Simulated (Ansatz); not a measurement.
Question: Name a neutral molecule of Al, C, Ge, N and H with HOMO–LUMO gap (ωB97M-V/def2-TZVPP) between 8.75 and 9.05 eV and HOMO–LUMO gap (B3LYP/def2-TZVPP) between 4.65 and 4.95 eV (Ansatz, PBE0-D4/def2-TZVP geometry).

Answer: `[CH3][GeH2][AlH][C]#N` (8.98 eV, 4.89 eV). Other molecules can fit too; these were computed, each in one conformer that needn't be the lowest.

B3LYP here is the variant with VWN-RPA as its local correlation; programs differ in this.
